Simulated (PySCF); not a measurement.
Compound: C₄H₁₁NOSi₂.
Numbering: `[CH3:1]/[N:2]=[CH:3]/[Si@H:4]1[CH2:5][CH2:6][SiH2:7][O:8]1` (hydrogens: H9, H10, H11 on C1; H12 on C3; H13 on Si4; H14, H15 on C5; H16, H17 on C6; H18, H19 on Si7)

Method: PBE0-D3(BJ)/def2-SVP geometry optimisation, gas phase in PySCF; density fitting, grid level 1; the optimiser is geomeTRIC in internal coordinates, started from a GFN2-xTB structure with every atom displaced at random (about 0.01 Å).

Geometry at step 1:
```
atom  x, y, z in Å
C1      3.8290   -0.3361   -0.3947
N2      2.4839   -0.2840   -0.8828
C3      1.5940    0.2882   -0.1798
Si4    -0.1817    0.3314   -0.7981
C5     -1.2548   -1.0914   -0.1232
C6     -2.6748   -0.5234    0.1056
Si7    -2.4868    1.3066    0.5760
O8     -0.9844    1.6388   -0.1025
H9      4.1639   -1.3984   -0.3371
H10     4.4983    0.1577   -1.1191
H11     3.9677    0.1293    0.5987
H12     1.8373    0.7389    0.8102
H13    -0.1555    0.3928   -2.2838
H14    -0.8200   -1.4234    0.8354
H15    -1.2707   -1.9821   -0.7754
H16    -3.2383   -1.1129    0.8478
H17    -3.2589   -0.5695   -0.8316
H18    -2.4785    1.5386    2.0568
H19    -3.5578    2.1865    0.0141
```

Task: What forces act on the atoms?

Result: 
```tsv
atom	Fx (eV/Å)	Fy (eV/Å)	Fz (eV/Å)
C1	0.218	-0.466	-0.010
N2	-0.064	0.053	-0.016
C3	-0.087	0.021	0.043
Si4	0.018	-0.241	0.125
C5	-0.032	0.007	-0.076
C6	-0.029	-0.029	-0.052
Si7	-0.115	-0.009	0.133
O8	-0.074	-0.003	-0.074
H9	-0.128	0.383	-0.056
H10	-0.011	-0.024	0.004
H11	-0.006	0.067	0.084
H12	0.073	0.017	0.038
H13	-0.088	0.090	-0.056
H14	0.033	0.043	0.009
H15	0.053	0.086	0.020
H16	-0.009	0.053	-0.007
H17	0.036	0.011	0.029
H18	0.125	-0.025	-0.062
H19	0.089	-0.035	-0.076
```

The largest, 0.51 eV/Å, acts on C1; the rms over all components is 0.108 eV/Å. The forces sum to zero within rounding, as they must for an isolated molecule in no field.

Task: Give the force on C1 in Eh/bohr and in nN.

Result: 0.514 eV/Å ÷ 51.422 = 0.01000 Eh/bohr, and 0.514 eV/Å × 1.602 = 0.82 nN.

Task: How far is this geometry from the end of the optimisation?

Result: 0.018 eV above it, and 0.085 Å rms away after alignment. The bonds farthest from their final lengths, with half the difference of the two atoms' forces along the bond (positive lengthens):

```tsv
bond	now (Å)	final (Å)	force along bond (eV/Å)
C1–H9	1.115	1.103	-0.46
Si4–C5	1.906	1.899	-0.11
Si7–H19	1.496	1.492	-0.04
Si7–H18	1.499	1.496	-0.10
C1–H11	1.106	1.109	+0.14
C6–Si7	1.899	1.896	+0.03
```

The angle farthest from its final value is H18–Si7–H19, 106.5° against 108.8°.

The cost below is that of the whole optimisation. Hardware: one thread of an Arm Neoverse N1, on a shared host. Cost: 3.9 min of wall time, 0.73 GiB resident at most.
